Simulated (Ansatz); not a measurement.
Mo₃O₉⁻. The state is a doublet with charge -1. Geometry PBE-D4/def2-SVP, basis def2-SVP, Ansatz.

```xyz
12

Mo   -1.002   -0.567   -1.607
Mo    1.311    0.984   -1.104
Mo   -0.008   -0.579    1.826
O    -1.561    0.082    2.751
O     0.826    2.614   -1.321
O     0.727   -1.912    2.571
O     1.264    0.290    0.626
O    -0.356    0.894    3.015
O    -2.241    0.557   -1.980
O     2.622    0.511   -2.104
O    -0.722   -1.730   -2.836
O    -0.859   -1.142    0.162
```

| run | HOMO (eV) | LUMO (eV) |
| --- | --- | --- |
| A | -3.13 | -0.61 |
| B | -2.09 | -1.16 |
| C | -1.74 | -1.13 |
| D | -2.59 | -0.96 |

In the def2 sets Mo takes a core potential; there is no spin–orbit coupling. The structure holds one bond between oxygen atoms, so isomers without such links may lie far lower. The structure comes from a short search, and lower isomers may exist.

HOMO and LUMO are taken over both spins.

Q: The runs used PBE, PBE0, r2SCAN, r2SCANh. Estimate which is which.

A: A PBE0 (25 % exact exchange); B r2SCAN (0 % exact exchange); C PBE (0 % exact exchange); D r2SCANh (10 % exact exchange). Exact exchange lowers occupied and raises empty levels; among semilocal functionals meta-GGAs tend to open the gap a little, and such runs are hard to tell apart. The gap grows from 0.61 eV (PBE) to 2.53 eV (PBE0).
